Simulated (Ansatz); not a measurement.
Program: Ansatz. Geometries: PBE0-D4/def2-TZVP. ΔE: electronic, gas phase. CCSD(T)/CBS is the MP2 limit (def2-TZVPP, def2-QZVPP) plus CCSD(T) − MP2 in def2-TZVPP, frozen cores. This one scheme is used for every species. DFT in def2-TZVPP. Each species was taken in one conformer, which may not be the lowest.

Reaction (ligand exchange at the Si–C bond): `N[SiH2]C(O)(F)F` + `[AlH2][SH]` → `N[SiH2][S][AlH2]` + `OC(F)F`

Problem. Is it downhill or uphill in electronic energy at CCSD(T)/CBS, and by how much? (Estimate.)

Solution. The calculation gave: Downhill: ΔE = -96.4 kJ/mol.

Problem. What do these levels give: PBE0-D4, ωB97X-V, B2PLYP, r2SCAN, PBE0, HF/def2-TZVPP, MP2/def2-TZVPP, SCS-MP2/def2-TZVPP, CCSD/def2-TZVPP, CCSD(T)/def2-TZVPP, HF/def2-QZVPP, HF/CBS(def2)? (An estimate is asked.)

Solution. Ansatz gave: PBE0-D4 -100.8, ωB97X-V -91.3, B2PLYP -93.4, r2SCAN -96.1, PBE0 -98.6, HF/def2-TZVPP -98.6, MP2/def2-TZVPP -104.6, SCS-MP2/def2-TZVPP -99.5, CCSD/def2-TZVPP -95.3, CCSD(T)/def2-TZVPP -96.2, HF/def2-QZVPP -98.4, HF/CBS(def2) -98.4 kJ/mol.

Largest T1 diagnostic among the species: 0.012.

From PBE to PBE0 (25 % exact exchange), in def2-TZVPP and without D4, ΔE moves by −6.5 kJ/mol. The D4 term adds −4.1 kJ/mol with B3LYP and −2.1 kJ/mol with PBE0; it sums over pairs of atoms, weighted by their polarisabilities, and B3LYP, whose exchange is more repulsive, gets the larger term.

B3LYP here is the variant with VWN-RPA as its local correlation; programs differ in this.
